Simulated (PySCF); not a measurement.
HfOCl, SMILES [O]=[Hf][Cl] (connectivity only; charge and spin as stated), neutral, multiplicity 2.

Geometry: B3LYP-D3(BJ)/def2-TZVP. The spin state was assumed, not searched. The def2 effective core potentials stand for the cores of Hf; spin–orbit coupling is left out.

Two levels are set side by side: PBE/def2-TZVPD (PySCF) and r2SCAN/def2-TZVPD (PySCF). Same geometry, gas phase. Differences are taken from unrounded values.

```tsv
quantity	PBE
α-spin orbital gap (eV)	1.52
β-spin orbital gap (eV)	3.39
dipole moment (D)	4.28
mean polarisability (bohr³)	87.0
```

Task: These are the PBE values. What does r2SCAN give? (Estimate from the structure and the level; the computed values follow.)

Result: 
```
quantity                     r2SCAN  PBE minus r2SCAN
---------------------------  ------  ----------------
α-spin orbital gap (eV)        1.93             -0.41
β-spin orbital gap (eV)        4.13             -0.74
dipole moment (D)              4.67             -0.39
mean polarisability (bohr³)    86.4               0.6
```

Rough cost on one machine, each run with all the roots and properties that it gave: r2SCAN against PBE within a factor of 2.
